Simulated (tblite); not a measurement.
Problem. What does the GFN2-xTB structure of InChI=1S/C2HF4P/c3-1(7)2(4,5)6/h7H look like in three dimensions?

Solution. 
```
atom  x, y, z in Å
F1    -0.184    1.966   -0.125
C2     0.326    0.718   -0.114
P3     1.969    0.496   -0.358
C4    -0.746   -0.305    0.140
F5    -1.304   -0.176    1.352
F6    -0.244   -1.550    0.079
F7    -1.739   -0.244   -0.754
H8     1.931   -0.896   -0.245
```

Any rigid rotation of these coordinates is as good. Atoms count from 1 in this order. Of the pairs four or more bonds apart, F6···H8 is among the closest relative to their van der Waals radii: 2.29 Å, 86 % of the sum of Bondi's values. P3 (phosphorus bonded to C and H) is bent (angle 95.4°).

Bonds between heavy atoms (Å): F1–C2 1.348, C2=P3 1.676, C2–C4 1.503, C4–F5 1.340, C4–F6 1.343, C4–F7 1.338.

The geometry is computed with GFN2-xTB (gas phase).

Point group: near Cs, missed by 0.10 Å at most; the miss may be what the optimiser left on a soft mode. Its GFN2-xTB frequencies are all real (lowest 18 cm⁻¹). 2 starts were optimised and ended at 0.00 and 0.19 kcal/mol (GFN2-xTB); the lowest of these is shown.
